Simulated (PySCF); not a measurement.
## Correlation energy of Br²⁺ (bromine, charge +2)

[Ar] 3d10 4s2 4p3, high-spin 4S determinant. All numbers are calculated (PySCF 2.14, the spin-free X2C one-electron Hamiltonian (Gaussian nucleus), in Sapporo-DKH3-DZP-2012). Frozen: [Ar] 3d10; 5 electrons correlated.

MP2 pair energies summed by pair of shells (mhartree):

```csv
pair,energy,share (%)
4s-4p,-39.90,66.1
4p-4p,-14.67,24.3
4s-4s,-5.75,9.5
```

Total MP2 correlation energy: -60.32 mhartree.

Same-spin part -16.24 and opposite-spin part -44.08 mhartree; SCS-MP2 scales them by 1/3 and 6/5 to -58.31 mhartree.

```
  level  correlation energy (mhartree)
   CCSD                         -74.95
    (T)                          -0.75
CCSD(T)                         -75.70
```

Diagnostics: T1 = 0.00093, D1 = 0.0017, largest double amplitude 0.059.

Task: Is a single reference adequate?

Result: Yes, within this model without spin-orbit coupling: T1 lies below 0.03 and no double amplitude reaches 0.07.
